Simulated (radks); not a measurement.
Q: S2+, configuration [He] 2s2 2p4 3s2 3p4 (not the ground configuration). Method: Dirac Kohn-Sham, LDA (Slater exchange, Perdew-Wang correlation), spin-unpolarised, spherical densities, finite nucleus; open shells fill j = l - 1/2 first; Fermi nuclear charge, rms radius 3.2611 fm; computed with a radial shooting solver on a logarithmic mesh with Libxc functionals. Some entries of the table are withheld. Estimate them.

orbital  occ.  eigenvalue (eV)  <r> (bohr)
1s1/2       2        -2497.494         (1)
2s1/2       2              (2)      0.4599
2p1/2       2              (3)         (4)
2p3/2       2              (5)         (6)
3s1/2       2         -46.7288       1.420
3p1/2       2         -34.5295       1.525
3p3/2       2         -34.3624       1.530

A: 
(1) 1s1/2 <r> (bohr): 0.09704
(2) 2s1/2 eigenvalue (eV): -280.8832
(3) 2p1/2 eigenvalue (eV): -231.7085
(4) 2p1/2 <r> (bohr): 0.4129
(5) 2p3/2 eigenvalue (eV): -230.2706
(6) 2p3/2 <r> (bohr): 0.4149
